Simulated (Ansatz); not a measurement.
A nudged elastic band was laid between two geometries of F3HSi + H2N (8 atoms, charge 0, multiplicity 2).

Level of theory: UKS CAM-B3LYP-D4/STO-3G in Ansatz.

```json
{
  "movable images": "5",
  "climbing image": "yes",
  "spring": "5.0 eV/Å²",
  "optimiser": "quadratic models (default)",
  "start path": "straight line",
  "force threshold": "0.05 eV/Å",
  "iteration limit": "60",
  "end points": "relaxed"
}
```

Initial state:

```xyz
8
Properties=species:S:1:pos:R:3
H -0.272 -0.046 0.083
Si 0.403 -0.478 -1.139
F 1.637 0.512 -1.509
F 1.017 -1.973 -0.987
F -0.601 -0.494 -2.414
N -1.081 0.594 1.769
H -0.775 1.634 1.728
H -0.328 0.251 2.469
```

Final state:

```xyz
8
Properties=species:S:1:pos:R:3
H -0.594 0.212 0.763
Si 0.394 -0.510 -1.187
F 1.655 0.454 -1.599
F 1.068 -2.004 -1.127
F -0.508 -0.557 -2.555
N -0.990 0.580 1.683
H -0.737 1.605 1.636
H -0.288 0.218 2.385
```

What changes between the two ends?

Bonds broken: H1–Si2. Bonds formed: H1–N6. F3HSi + H2N becomes F3Si + H3N.

Give the energies along the band, and the barrier.

It converged. The highest image is number 2 of 0 to 6, 0.024 eV above the first end and 0.560 eV above the last; the last end lies 0.536 eV below the first. Another band between the same ends (5 images) ends at a top of the same energy, where a vibrational analysis finds 1 clearly imaginary mode. Limits of this set-up: minimal basis.

```json
{"image": "0", "path coordinate (Å)": "0.00", "energy (eV)": "0.000", "H1–Si2 (Å)": "1.46", "H1–N6 (Å)": "1.98"}
{"image": "1", "path coordinate (Å)": "0.32", "energy (eV)": "0.004", "H1–Si2 (Å)": "1.47", "H1–N6 (Å)": "1.85"}
{"image": "2", "path coordinate (Å)": "0.64", "energy (eV)": "0.024", "H1–Si2 (Å)": "1.52", "H1–N6 (Å)": "1.56"}
{"image": "3", "path coordinate (Å)": "0.92", "energy (eV)": "-0.244", "H1–Si2 (Å)": "1.77", "H1–N6 (Å)": "1.21"}
{"image": "4", "path coordinate (Å)": "1.20", "energy (eV)": "-0.489", "H1–Si2 (Å)": "2.03", "H1–N6 (Å)": "1.08"}
{"image": "5", "path coordinate (Å)": "1.47", "energy (eV)": "-0.532", "H1–Si2 (Å)": "2.22", "H1–N6 (Å)": "1.07"}
{"image": "6", "path coordinate (Å)": "1.75", "energy (eV)": "-0.536", "H1–Si2 (Å)": "2.30", "H1–N6 (Å)": "1.07"}
```

What is the geometry of the highest image?


```xyz
8
Properties=species:S:1:pos:R:3:forces:R:3
H -0.390 -0.037 0.264 0.00 0.00 0.00
Si 0.345 -0.442 -1.008 -0.01 -0.01 -0.01
F 1.605 0.541 -1.314 0.00 0.00 0.00
F 0.945 -1.951 -0.923 0.01 0.00 0.00
F -0.608 -0.395 -2.325 0.00 0.00 0.00
N -0.980 0.485 1.607 0.00 0.00 0.00
H -0.782 1.536 1.460 0.00 0.00 0.00
H -0.135 0.262 2.240 0.00 0.00 0.00
```

The run took 120 s on 1 thread of Arm Neoverse V1, with other jobs on the host, peak memory 0.14 GiB.
